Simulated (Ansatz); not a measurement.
`OB(F)[NH][GeH3]` + H₂O → `OB(O)F` + `[NH2][GeH3]`  (formal hydrolysis of a B–N bond)

Computed with Ansatz on PBE0-D4/def2-TZVP structures; ΔE is electronic, products minus reactants. CCSD(T)/CBS is the MP2 limit (def2-TZVPP, def2-QZVPP) plus CCSD(T) − MP2 in def2-TZVPP, frozen cores. This one scheme is used for every species. Functionals use def2-TZVPP. For Ge outer-core shells are correlated without core-valence functions, which leaves a few kJ/mol of doubt a bond. Scalar relativity is left out up to krypton. Each species was taken in one conformer, which may not be the lowest.

```json
{"species": "`OB(F)[NH][GeH3]`", "PBE-D4 energy (Eh)": "-2334.36064"}
{"species": "H₂O", "PBE-D4 energy (Eh)": "-76.38027"}
{"species": "`OB(O)F`", "PBE-D4 energy (Eh)": "-276.35186"}
{"species": "`[NH2][GeH3]`", "PBE-D4 energy (Eh)": "-2134.39441"}
```

(1) Work out ΔE.

Largest T1 diagnostic among the species: 0.012.

Answers

(1) ΔE = (-276.35186) + (-2134.39441) − (-2334.36064) − (-76.38027) = -0.00536 Eh = -3.4 kcal/mol. CCSD(T)/CBS gives -2.3 kcal/mol.

In def2-TZVPP, CCSD(T) changes the Hartree–Fock value by +2.4 kcal/mol (the triples alone add +0.2 kcal/mol) and MP2 by +2.8 kcal/mol. The D4 term adds +1.5 kcal/mol with B3LYP and +0.9 kcal/mol with PBE0; it sums over pairs of atoms, weighted by their polarisabilities, and B3LYP, whose exchange is more repulsive, gets the larger term.

B3LYP here is the variant with VWN-RPA as its local correlation; programs differ in this.
